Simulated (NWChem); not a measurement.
Species: AlHSClF; SMILES [F][Al]([SH])[Cl]

```xyz
5

Al     0.3433     0.0304     0.0000
Cl    -0.6617     1.8520     0.0000
F      2.0005     0.0215     0.0000
S     -0.7273    -1.8443     0.0000
H      0.4190    -2.5636     0.0000
```
Atoms are numbered in this order, from 1.

Program: NWChem. Medium grid unless said otherwise, to which SCAN and Minnesota functionals are sensitive. The geometry was optimised at PBE0/def2-SVP.

Question: Order these by “highest occupied level (eV)”, lowest first: B97-D/def2-SVP; M06-L/def2-SVP; MPW1K/def2-SVP; B3LYP/def2-SVP; MN15/def2-SVP.

Answer: MPW1K/def2-SVP (-9.15), MN15/def2-SVP (-8.79), B3LYP/def2-SVP (-7.85), M06-L/def2-SVP (-7.24), B97-D/def2-SVP (-6.86)
